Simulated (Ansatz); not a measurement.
Consider the ligand exchange at a Zr–O bond: `[OH][Zr]([F])([SH])[Cl]` + `CNC` → `C[N](C)[Zr]([F])([SH])[Cl]` + H₂O.

Program: Ansatz. Geometries: PBE0-D4/def2-TZVP. ΔE: electronic, gas phase. CBS: MP2 limit from def2 TZ/QZ plus the TZ coupled-cluster correction, frozen cores. This one scheme is used for every species. DFT in def2-TZVPP. B3LYP here is the variant with VWN-RPA as its local correlation; programs differ in this. def2 core potentials past Kr. For Zr outer-core shells are correlated without core-valence functions, which leaves a few kJ/mol of doubt a bond. Each species was taken in one conformer, which may not be the lowest.

CCSD(T)/CBS gives +40.8 kJ/mol.

(1) Another level gave +56.3 kJ/mol. Which?
A. B3LYP/def2-TZVPP
B. ωB97X-V/def2-TZVPP
C. B2PLYP/def2-TZVPP
D. PBE-D4/def2-TZVPP

Largest T1 diagnostic among the species: 0.017.

## Answers

(1) B. ωB97X-V 56.3, PBE-D4 42.7, B3LYP 62.1, B2PLYP 52.2 kJ/mol.

In def2-TZVPP, CCSD(T) changes the Hartree–Fock value by −38.0 kJ/mol (the triples alone add −6.6 kJ/mol) and MP2 by −44.8 kJ/mol. The D4 term adds −14.5 kJ/mol with B3LYP and −8.6 kJ/mol with PBE0; it sums over pairs of atoms, weighted by their polarisabilities, and B3LYP, whose exchange is more repulsive, gets the larger term.
